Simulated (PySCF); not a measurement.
PySCF input for Cd(Cl)(Et) (C₂H₅CdCl), SMILES C[CH2][Cd][Cl], TDA-PBE/def2-SVPD. Geometry: B3LYP-D3(BJ)/def2-SVP. The structure was generated by enumeration; whether it is a known compound was not checked. The def2 effective core potentials stand for the cores of Cd; spin–orbit coupling is left out. Other conformers were not sampled.

```python
import numpy as np
from pyscf import gto, scf, dft, tdscf

mol = gto.M(
    atom='''
    Cd    0.14419545    0.07154249    0.00000000
    Cl   -0.27843547    2.35342024   -0.00000000
    C     0.52199909   -2.02821880   -0.00000000
    C    -0.73554063   -2.90015054    0.00000000
    H     1.14766877   -2.22675658   -0.88447635
    H     1.14766878   -2.22675658    0.88447634
    H    -1.36471286   -2.72255047    0.88688890
    H    -1.36471287   -2.72255047   -0.88688890
    H    -0.47264127   -3.97335369    0.00000000
    ''',
    basis='def2-SVPD',
    ecp={'Cd': 'def2-svp'},
    charge=0,
    spin=0,
    symmetry=True,
    max_memory=1600,
    verbose=4,
)
mf = dft.RKS(mol, xc='pbe').density_fit(auxbasis='def2-universal-jkfit')
mf.grids.level = 3
mf.conv_tol = 1e-9
mf.max_cycle = 100
mf.kernel()
mf.grids = dft.Grids(mol).set(level=1).build(with_non0tab=True)  # coarser grid for the response kernel
td = tdscf.TDA(mf)
td.singlet = True
td.nstates = 10
td.conv_tol = 1e-4
td.positive_eig_threshold = 1e-6
td.kernel(x0=td.get_init_guess(mf, 15))
td.analyze()
tt = tdscf.TDA(mf)
tt.singlet = False
tt.nstates = 4
tt.conv_tol = 1e-4
tt.positive_eig_threshold = 1e-6
tt.kernel(x0=tt.get_init_guess(mf, 9))
tt.analyze(verbose=3)
```

Log of the run:

```
PySCF version 2.14.0

[INPUT] verbose = 4
[INPUT] num. atoms = 9
[INPUT] num. electrons = 54
[INPUT] charge = 0
[INPUT] spin (= nelec alpha-beta = 2S) = 0
[INPUT] symmetry True subgroup None
[INPUT] Mole.unit = angstrom
[INPUT] Symbol           X                Y                Z      unit          X                Y                Z       unit  Magmom
[INPUT]  1 Cd     0.144195450000   0.071542490000   0.000000000000 AA    0.272489908908   0.135195712369   0.000000000000 Bohr   0.0
[INPUT]  2 Cl    -0.278435470000   2.353420240000   0.000000000000 AA   -0.526166781665   4.447319709608   0.000000000000 Bohr   0.0
[INPUT]  3 C      0.521999090000  -2.028218800000   0.000000000000 AA    0.986435317372  -3.832778052694   0.000000000000 Bohr   0.0
[INPUT]  4 C     -0.735540630000  -2.900150540000   0.000000000000 AA   -1.389970344190  -5.480490240609   0.000000000000 Bohr   0.0
[INPUT]  5 H      1.147668770000  -2.226756580000  -0.884476350000 AA    2.168779657016  -4.207960082273  -1.671418065155 Bohr   0.0
[INPUT]  6 H      1.147668780000  -2.226756580000   0.884476340000 AA    2.168779675914  -4.207960082273   1.671418046258 Bohr   0.0
[INPUT]  7 H     -1.364712860000  -2.722550470000   0.886888900000 AA   -2.578933544072  -5.144874748606   1.675977123917 Bohr   0.0
[INPUT]  8 H     -1.364712870000  -2.722550470000  -0.886888900000 AA   -2.578933562969  -5.144874748606  -1.675977123917 Bohr   0.0
[INPUT]  9 H     -0.472641270000  -3.973353690000   0.000000000000 AA   -0.893162555467  -7.508550270130   0.000000000000 Bohr   0.0

nuclear repulsion = 212.09143216654
point group symmetry = Cs
symmetry origin: [-1.84363528e-09 -5.30045126e-09 -2.30454406e-10]
symmetry axis x: [1.00000000e+00 8.00751739e-10 5.86080854e-10]
symmetry axis y: [ 8.00751739e-10 -1.00000000e+00 -1.07603887e-10]
symmetry axis z: [-5.86080854e-10 -1.07603886e-10  1.00000000e+00]
num. orbitals of irrep A' = 92
num. orbitals of irrep A" = 49
number of shells = 59
number of NR pGTOs = 215
number of NR cGTOs = 141
basis = def2-SVPD
ecp = {'Cd': 'def2-svp'}


******** <class 'pyscf.df.df_jk.DFSymAdaptedRKS'> ********
method = DFSymAdaptedRKS
initial guess = minao
damping factor = 0
level_shift factor = 0
DIIS = <class 'pyscf.scf.diis.CDIIS'>
diis_start_cycle = 1
diis_space = 8
diis_damp = 0
SCF conv_tol = 1e-09
SCF conv_tol_grad = None
SCF max_cycles = 100
direct_scf = False
XC library pyscf.dft.libxc version 7.1.2
    S. Lehtola, C. Steigemann, M. J. T. Oliveira, and M. A. L. Marques,  SoftwareX 7, 1–5 (2018)
XC functionals = pbe
    J. P. Perdew, K. Burke, and M. Ernzerhof,  Phys. Rev. Lett. 77, 3865 (1996)
    J. P. Perdew, K. Burke, and M. Ernzerhof,  Phys. Rev. Lett. 78, 1396 (1997)
    J. P. Perdew, K. Burke, and M. Ernzerhof,  Phys. Rev. Lett. 77, 3865 (1996)
    J. P. Perdew, K. Burke, and M. Ernzerhof,  Phys. Rev. Lett. 78, 1396 (1997)
radial grids:
    Treutler-Ahlrichs [JCP 102, 346 (1995); DOI:10.1063/1.469408] (M4) radial grids

becke partition: Becke, JCP 88, 2547 (1988); DOI:10.1063/1.454033
pruning grids: <function nwchem_prune>
grids dens level: 3
symmetrized grids: True
atomic radii adjust function: <function treutler_atomic_radii_adjust>
small_rho_cutoff = 0
Freeze 0 electrons in irreps []
    54 free electrons in irreps A' A"
Set gradient conv threshold to 3.16228e-05
Initial guess from minao.
tot grids = 118552
init E= -692.669599810432
HOMO (A") = -0.651090858737143  LUMO (A') = -0.572606990623316  gap/eV = 2.13565
cycle= 1 E= -705.07988503661  delta_E= -12.4  |g|= 2.43  |ddm|= 8.37
HOMO (A") = 0.0702867920574475  LUMO (A") = 0.0826872482375887  gap/eV = 0.33743
cycle= 2 E= -667.40624062918  delta_E= 37.7  |g|= 6.94  |ddm|=  114
HOMO (A") = -0.272647489164427  LUMO (A") = -0.243007470899655  gap/eV = 0.80655
cycle= 3 E= -705.588612212975  delta_E= -38.2  |g|= 1.78  |ddm|=  114
HOMO (A") = -0.242135348225747  LUMO (A') = -0.174399037197851  gap/eV = 1.84320
cycle= 4 E= -705.842604649528  delta_E= -0.254  |g|=  1.7  |ddm|= 3.68
HOMO (A') = -0.267347007814514  LUMO (A') = -0.0951452802149842  gap/eV = 4.68585
cycle= 5 E= -706.602556667039  delta_E= -0.76  |g|= 0.583  |ddm|= 2.72
HOMO (A") = -0.224702550631034  LUMO (A') = -0.0634714511014157  gap/eV = 4.38732
cycle= 6 E= -706.658478246615  delta_E= -0.0559  |g|= 0.39  |ddm|=  1.3
HOMO (A') = -0.244753942293841  LUMO (A') = -0.0683318344955551  gap/eV = 4.80069
cycle= 7 E= -706.696537119797  delta_E= -0.0381  |g|= 0.0966  |ddm|= 0.559
HOMO (A') = -0.251353014762526  LUMO (A') = -0.0705962959856729  gap/eV = 4.91864
cycle= 8 E= -706.698919383426  delta_E= -0.00238  |g|= 0.0359  |ddm|= 0.177
HOMO (A') = -0.247792963954358  LUMO (A') = -0.0675033384522952  gap/eV = 4.90593
cycle= 9 E= -706.699234389434  delta_E= -0.000315  |g|= 0.0109  |ddm|= 0.0504
HOMO (A') = -0.247581762036575  LUMO (A') = -0.067458592066756  gap/eV = 4.90140
cycle= 10 E= -706.699268307142  delta_E= -3.39e-05  |g|= 0.00216  |ddm|= 0.0173
HOMO (A') = -0.247356714704948  LUMO (A') = -0.0672423361720049  gap/eV = 4.90116
cycle= 11 E= -706.699269583103  delta_E= -1.28e-06  |g|= 0.00104  |ddm|= 0.00603
HOMO (A') = -0.24740082590272  LUMO (A') = -0.0672522308575382  gap/eV = 4.90209
cycle= 12 E= -706.699269838396  delta_E= -2.55e-07  |g|= 0.0003  |ddm|= 0.00182
HOMO (A') = -0.247416064468956  LUMO (A') = -0.0672608545307056  gap/eV = 4.90227
cycle= 13 E= -706.699269860976  delta_E= -2.26e-08  |g|= 9.83e-05  |ddm|= 0.000502
HOMO (A') = -0.247412916322588  LUMO (A') = -0.0672627898311643  gap/eV = 4.90213
cycle= 14 E= -706.699269863687  delta_E= -2.71e-09  |g|= 4.78e-06  |ddm|= 0.000151
HOMO (A') = -0.247413060708848  LUMO (A') = -0.0672632246941768  gap/eV = 4.90213
cycle= 15 E= -706.699269863692  delta_E= -5.8e-12  |g|= 2.48e-06  |ddm|= 1.35e-05
HOMO (A') = -0.247413113964285  LUMO (A') = -0.0672630220530685  gap/eV = 4.90213
Extra cycle  E= -706.699269863689  delta_E= 3.41e-12  |g|= 3.06e-06  |ddm|= 8.83e-06
converged SCF energy = -706.699269863689
tot grids = 37248
Overwritten attributes  positive_eig_threshold  of <class 'pyscf.tdscf.rks.TDA'>


******** <class 'pyscf.tdscf.rks.TDA'> for <class 'pyscf.df.df_jk.DFSymAdaptedRKS'> ********
nstates = 10 singlet
deg_eia_thresh = 1.000e-03
wfnsym = None
conv_tol = 0.0001
eigh lindep = 1e-12
eigh level_shift = 0
eigh max_cycle = 100


Excitation energies (eV)
[5.25831221 5.26188174 5.75671723 5.81664719 5.87104052 5.89112979
 5.91538916 5.91567775 6.31353847 6.87458973]

** Singlet excitation energies and oscillator strengths **
Excited State   1:   A"      5.25831 eV    235.79 nm  f=0.0137
      26 -> 28       -0.70457
Excited State   2:   A'      5.26188 eV    235.63 nm  f=0.0133
      25 -> 28       -0.70418
Excited State   3:   A'      5.75672 eV    215.37 nm  f=0.0813
      25 -> 29        0.16527
      27 -> 28        0.37946
      27 -> 29       -0.54483
Excited State   4:   A"      5.81665 eV    213.15 nm  f=0.0000
      25 -> 30        0.15517
      26 -> 29       -0.68803
Excited State   5:   A'      5.87104 eV    211.18 nm  f=0.0407
      25 -> 29        0.55938
      26 -> 30       -0.26330
      27 -> 28        0.19439
      27 -> 29        0.26619
Excited State   6:   A"      5.89113 eV    210.46 nm  f=0.0383
      27 -> 30        0.69373
Excited State   7:   A"      5.91539 eV    209.60 nm  f=0.0001
      25 -> 30        0.68959
      26 -> 29        0.15344
Excited State   8:   A'      5.91568 eV    209.59 nm  f=0.1637
      26 -> 30        0.46021
      27 -> 28        0.38050
      27 -> 29        0.33322
Excited State   9:   A'      6.31354 eV    196.38 nm  f=0.2399
      24 -> 28        0.35675
      25 -> 29       -0.30997
      26 -> 30       -0.38554
      27 -> 28        0.29458
      27 -> 31        0.12293
Excited State  10:   A"      6.87459 eV    180.35 nm  f=0.0005
      23 -> 28       -0.70587

** Transition electric dipole moments (AU) **
state          X           Y           Z        Dip. S.      Osc.
  1         0.0000     -0.0000     -0.3262      0.1064      0.0137
  2        -0.3141     -0.0646     -0.0000      0.1028      0.0133
  3        -0.4624      0.6024      0.0000      0.5767      0.0813
  4         0.0000     -0.0000      0.0058      0.0000      0.0000
  5         0.1785      0.5013      0.0000      0.2832      0.0407
  6         0.0000     -0.0000      0.5149      0.2651      0.0383
  7         0.0000     -0.0000     -0.0240      0.0006      0.0001
  8         0.1621      1.0504      0.0000      1.1296      0.1637
  9        -0.0756      1.2430      0.0000      1.5508      0.2399
 10         0.0000      0.0000      0.0525      0.0028      0.0005

WARN: ECP detected. Skipping calculation of transition velocity and magnetic dipole moments, which have not yet been implemented.



******** <class 'pyscf.tdscf.rks.TDA'> for <class 'pyscf.df.df_jk.DFSymAdaptedRKS'> ********
nstates = 4 triplet
deg_eia_thresh = 1.000e-03
wfnsym = None
conv_tol = 0.0001
eigh lindep = 1e-12
eigh level_shift = 0
eigh max_cycle = 100


Excitation energies (eV)
[4.49082454 4.97211556 4.97490903 5.38409781]

** Triplet excitation energies and oscillator strengths **
Excited State   1:   A'      4.49082 eV    276.08 nm  f=0.0000
Excited State   2:   A"      4.97212 eV    249.36 nm  f=0.0000
Excited State   3:   A'      4.97491 eV    249.22 nm  f=0.0000
Excited State   4:   A'      5.38410 eV    230.28 nm  f=0.0000
```

Self-consistency was reached.
